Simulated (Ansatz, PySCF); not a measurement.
Pair of molecules: HI (SMILES I) (first 2 atoms) with C3H8 (SMILES CCC); geometry from B3LYP-D3(BJ)/def2-TZVP.
(charge 0, multiplicity 1):
```xyz
13

I     -0.07539    -0.14269    -0.62459
H      0.20738    -0.56264     0.90848
C      0.62936    -1.17217     3.62232
C      0.00130    -0.02515     4.40952
C     -0.62612     1.03767     3.51151
H      1.07198    -1.92097     4.28164
H     -0.11748    -1.67985     3.00534
H      1.42179    -0.80764     2.96252
H      0.76243     0.43733     5.04456
H     -0.75877    -0.42478     5.08708
H     -1.06797     1.84603     4.09671
H      0.11788     1.48009     2.84443
H     -1.41516     0.61120     2.88717
```

Interaction energies are E(AB) − E(A) − E(B) at the monomers' geometry in the complex; basis-set methods are counterpoise corrected. Rows marked so take none.

Rows in 3-21G carry no dispersion term and start afresh at each structure; the Pople sets are all-electron and without relativity.

The values were computed with Ansatz (a quantum-chemistry and plane-wave program); PySCF for 3-21G rows, the dispersion terms. Each number belongs to the level named beside it. In def2 rows elements past Kr take small-core potentials, without spin–orbit coupling.

**Question.** What interaction energy does BLYP-D4/def2-TZVPPD give?

**Answer.** -3 kJ/mol

**Question.** What is the computed interaction energy (B3LYP-D3(BJ)/def2-TZVPPD)?

**Answer.** -7 kJ/mol

**Question.** Give the interaction energy at the level HF/3-21G (no counterpoise).

**Answer.** 2 kJ/mol
